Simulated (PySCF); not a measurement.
A structure optimised at B3LYP-D3(BJ)/def2-TZVP, used in a PySCF frequency run:

```
Se
O 1 1.7928
H 2 0.9671 1 107.86
Br 1 2.3532 2 101.85 3 -83.71
```

### Question
Write its SMILES and formula.

### Answer
O[Se]Br, BrHOSe

### Question
What are its rotational constants (standard atomic weights)?

### Answer
12.326, 1.9011, 1.6555 GHz
